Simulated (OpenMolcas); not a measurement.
## V3+: Racah parameters, the spin-orbit constant, worked from levels

```yaml
Program: OpenMolcas 26.06
Basis: ANO-RCC-VTZP [6s5p3d2f1g]
Scalar_Hamiltonian: DKH2, point nucleus
Active_space: 8 electrons in 8 orbitals (RAS1 3p, at most 2 holes; RAS2 3d)
State_averaging: 2S+1 = 3 even, 10 roots; 2S+1 = 1 even, 15 roots
Spin-orbit_coupling: RASSI with atomic mean-field integrals over the reference wave functions, term energies averaged over their components
```

Methods: RASSCF; SS-RASPT2, IPEA 0.25 Eh, imaginary shift 0.1 Eh (closed shells correlated: 3s). Measured levels: Sugar and Corliss, J. Phys. Chem. Ref. Data 7, 1191 (1978).

**Racah parameters.** Above 3F, d2 has 3P at 15B, 1G at 12B + 2C and 1D at 5B + 2C. The first two fix B and C, and the third tests them; where it misses by thousands of cm-1, two parameters do not describe the configuration (Trees and configuration-interaction terms are left out) and B and C hang on the terms chosen. Term energies are centres of gravity, weighted by 2J + 1.

| Source | 3P | 1G | B | C | C/B | 1D from B, C | 1D found |
| --- | --- | --- | --- | --- | --- | --- | --- |
| RASSCF | 15422 | 21795 | 1028 | 4729 | 4.60 | 14598 | 12275 |
| SS-RASPT2 | 13365 | 18195 | 891 | 3752 | 4.21 | 11959 | 10468 |

Energies in cm-1. From RASSCF to SS-RASPT2, B changes by -13.3 % and C by -20.7 %.

**The spin-orbit constant.** For the Hund term 3F of d2, E(J) = (A/2) J(J+1) + constant and ζ = 2S·A = 2A. From J = 2 to J = 4 the energy changes by 7 A.

| Source | E(4) - E(2) | A | ζ |
| --- | --- | --- | --- |
| RASSCF | 801.1 | 114.4 | 229 |
| SS-RASPT2 | 802.2 | 114.6 | 229 |
| measured | 734.7 | 105.0 | 210 |

All in cm-1. SS-RASPT2 is off by +9.2 % and RASSCF by +9.0 %. Both methods take the spin-orbit matrix elements from the reference wave functions, so the second can move ζ only through the term energies and any multistate remixing. Second-order mixing with other terms is absorbed into this ζ.

CASPT2 breaks the degeneracy within a term, and the mean is taken; among the terms shown or strongly mixed into the levels shown the widest spread is 470 cm-1 (3d2 1G, SS-RASPT2). Active for correlation alone: 3p; no level in the range computed is led by a configuration that opens it, so any true level of that kind is missing. Without dynamic correlation excited terms often stand tens of per cent too high (terms of higher spin than the ground term too low), and those without a measured partner can miss by more than the paired ones (holds for RASSCF). Computed and measured levels are paired by configuration, term and J; levels that our copy of the source lacks, or whose pairing is in doubt (as where it misses far off the trend of its configuration), stay unpaired and out of the deviations. Levels of configurations outside the active space are missing.
